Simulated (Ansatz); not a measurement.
Basis-set extrapolation for CH6F2Si2 (`F[SiH2]C[SiH2]F`) (PBE0-D4/def2-TZVP geometry, frozen core, Ansatz). Multiplicity 1, RHF reference.

```
                      def2-TZVPP   def2-QZVPP
                 HF  -818.384819  -818.415135
    MP2 correlation    -0.919628    -0.998852
CCSD(T) correlation    -0.991778      not run
```

Energies in hartree. Use E(X) = E(∞) + A·exp(−7.88·√X) for Hartree–Fock and E(X) = E(∞) + B·X^(−2.97) for correlation, with X = 3 and 4, and add CCSD(T) minus MP2 of the smaller set to the MP2 limit.

Q: What is the CCSD(T) energy at the basis-set limit?

A: HF limit: -818.415135 + (-0.030316) × 0.13774 = -818.41931. MP2 limit: -0.998852 + (-0.079224) × 0.74074 = -1.05754. Higher-order term: -0.991778 − (-0.919628) = -0.07215. Total: -819.54900 hartree, 4.69 eV below CCSD(T)/def2-TZVPP.
